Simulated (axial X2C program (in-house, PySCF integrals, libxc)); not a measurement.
Outer orbitals of NaNi⁻ at 2.877 Å, BHandHLYP

All values were computed with an in-house all-electron X2C program for linear molecules (integrals from PySCF). Spin-free means the one-electron spin-free X2C Hamiltonian; two-component (2c) means X2C with spin–orbit coupling and atomic mean-field two-electron Coulomb and Gaunt terms, so the difference of the two also holds small scalar two-electron terms. Basis: Ni dyall-acv3z [10s10p7d4f2g], Na dyall-av3z [10s9p5d2f] (cores contracted in-house); Gaussian nuclei, density fitting, unrestricted open shells. Masses: Ni 57.935 u, Na 22.990 u.

The distance is close to the 2c PBE0 minimum; the highest filled and lowest empty levels are listed.

Spin-free orbitals, state M_S = 1, Λ = 1 (beyond evenly filled blocks: σα, π+α, π+β, π-α) (Löwdin shares):

| symmetry | occupied | ε (eV) | atomic character |
| --- | --- | --- | --- |
| π-α | yes | -31.37 | 100% Na p |
| π+α | yes | -31.37 | 100% Na p |
| σα | yes | -31.35 | 100% Na p |
| π+β | yes | -31.35 | 100% Na p |
| π-β | yes | -31.35 | 100% Na p |
| σβ | yes | -31.31 | 100% Na p |
| π-α | yes | -4.76 | 100% Ni d |
| π+α | yes | -4.76 | 100% Ni d |
| σα | yes | -4.29 | 99% Ni d |
| δ+α | yes | -3.76 | 100% Ni d |
| δ-α | yes | -3.76 | 100% Ni d |
| σβ | yes | -3.67 | 99% Ni d |
| δ+β | yes | -3.08 | 100% Ni d |
| π+β | yes | -2.75 | 99% Ni d |
| δ-β | yes | -2.61 | 100% Ni d |
| σα | yes | -1.59 | 57% Ni s, 30% Na s, 7% Na p |
| σβ | yes | -1.30 | 54% Ni s, 29% Na s, 12% Na p |
| σα | yes | 0.16 | 42% Na p, 32% Na s, 18% Ni p |
| π+α | no | 1.40 | 99% Na p |
| π-α | no | 1.40 | 99% Na p |
| π-β | no | 1.41 | 99% Na p |
| π+β | no | 1.41 | 99% Na p |
| σβ | no | 1.42 | 94% Na p, 3% Ni p, 2% Ni s |

The highest filled level is positive, so this functional does not bind it, and the empty levels of an anion are set by the basis.

Spinors with spin–orbit coupling (state Ω = 2):

| ω | occupied | ε (eV) | atomic character | λ mixture |
| --- | --- | --- | --- | --- |
| -1/2 | yes | -31.46 | 100% Na p | 79% π, 21% σ |
| 1/2 | yes | -31.45 | 100% Na p | 66% π, 34% σ |
| 3/2 | yes | -31.30 | 100% Na p | 100% π |
| 1/2 | yes | -31.28 | 100% Na p | 66% σ, 34% π |
| -3/2 | yes | -31.28 | 100% Na p | 100% π |
| -1/2 | yes | -31.26 | 100% Na p | 79% σ, 21% π |
| -1/2 | yes | -4.77 | 100% Ni d | 98% π, 2% σ |
| 3/2 | yes | -4.67 | 100% Ni d | 100% π |
| 1/2 | yes | -4.26 | 99% Ni d | 98% σ, 2% π |
| -3/2 | yes | -3.86 | 100% Ni d | 97% δ, 3% π |
| 5/2 | yes | -3.66 | 100% Ni d | 100% δ |
| -1/2 | yes | -3.64 | 99% Ni d | 98% σ, 2% π |
| 3/2 | yes | -3.23 | 100% Ni d | 100% δ |
| 1/2 | yes | -2.80 | 99% Ni d | 98% π, 2% σ |
| -5/2 | yes | -2.58 | 100% Ni d | 100% δ |
| 1/2 | yes | -1.59 | 57% Ni s, 30% Na s, 7% Na p | 100% σ |
| -1/2 | yes | -1.30 | 54% Ni s, 29% Na s, 12% Na p | 100% σ |
| 1/2 | yes | 0.16 | 42% Na p, 32% Na s, 18% Ni p | 100% σ |
| 3/2 | no | 1.40 | 99% Na p | 100% π |
| -1/2 | no | 1.40 | 99% Na p | 100% π |
| -3/2 | no | 1.42 | 99% Na p | 100% π |
| 1/2 | no | 1.42 | 99% Na p | 100% π |
| -1/2 | no | 1.42 | 96% Na p | 100% σ |

The highest filled level is positive, so this functional does not bind it, and the empty levels of an anion are set by the basis.

Mulliken charges and populations of the two-component result (they depend on the basis, above all on diffuse functions):

Ni -0.53 e (s 7.49 p 12.05 d 8.99), Na -0.47 e (s 5.02 p 6.44 d 0.01). ⟨Lz⟩ = 1.03 ħ and ⟨Sz⟩ = 0.97 ħ (0.57 and 0.41 on the two atoms), which add up to Ω.

The state is one determinant whose occupation by symmetry is held fixed; it was picked as the lowest of a PBE0 search that is not exhaustive. Density functionals use the spin component along the axis (collinear). PBE0 can misorder states that lie within some tenths of an eV, so this need not be the ground state of the molecule. The nearest other spin-free determinant of the search, M_S = 0, Λ = 1, lies 0.019 eV up at the distance of the search. The functionals have no current-density term, which raises determinants with orbital currents, atoms included. With several unpaired electrons one determinant need not be a pure state. A state of lower Ω lies just above, and one determinant can place such states too high, so the state shown need not be the lowest. The search has Ω = 1 only 0.02 eV up. Open-shell Ω = 0 determinants with evenly filled partner blocks cannot be reached by this program, so the Ω shown need not be the lowest component. The highest occupied level of some functionals is positive through self-interaction error; at Hartree–Fock it is bound.
